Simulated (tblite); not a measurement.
Problem. Give a GFN2-xTB geometry of `O=c1cccccc1S(=O)(=O)C(F)(F)F`.

Solution. 
Z-matrix in Å and degrees, rows numbered from 1:
```
O 
C   1  1.2215
C   2  1.4567  1  122.12
C   3  1.3525  2  129.63  1  -169.08
C   4  1.4243  3  130.17  2    -0.46
C   5  1.3592  4  129.08  3    -7.29
C   6  1.4202  5  127.15  4    -0.04
C   7  1.3446  6  127.61  5     6.62
S   8  1.8132  2  108.59  1   -11.92
O   9  1.4322  8  107.30  2   169.79
O   9  1.4243  8  110.84  2   -59.98
C   9  1.9119  8  106.10  2    59.20
F  12  1.3365  9  108.49  8    19.74
F  12  1.3302  9  107.70  8   135.68
F  12  1.3155  9  115.13  8  -103.54
H   3  1.0834  2  112.20  1     8.77
H   4  1.0840  3  115.94  2   178.00
H   5  1.0830  4  114.45  3   174.18
H   6  1.0817  5  117.48  4  -178.46
H   7  1.0845  6  117.27  5  -174.40
```

The 3 C–F bonds span 1.315 Å (C12–F15, drawn single) to 1.336 Å (C12–F13, drawn single), a spread of 0.021 Å. The 7-membered ring C2–C3–C4–C5–C6–C7–C8 has internal angles of 120.2° to 134.4° (sum 898°, against 900° for a flat polygon); it is slightly puckered (a soft mode that the optimisation may not have finished), 0.06 Å rms from its mean plane, widest ring torsion 14°. S9 (sulfonyl sulfur) is distorted tetrahedral (angles from 103.9° to 118.1°). The C–C distances run from 1.345 Å (C7–C8, drawn aromatic) to 1.457 Å (C2–C3, drawn aromatic), a spread of 0.112 Å.

Structure optimised with GFN2-xTB, isolated species.

Point group: C1 (no symmetry element, even within 0.4 Å). Its GFN2-xTB frequencies are all real (lowest 36 cm⁻¹). The numbers are those of one conformer (C7–C8–S9–O10 -10°).

These are computed values.
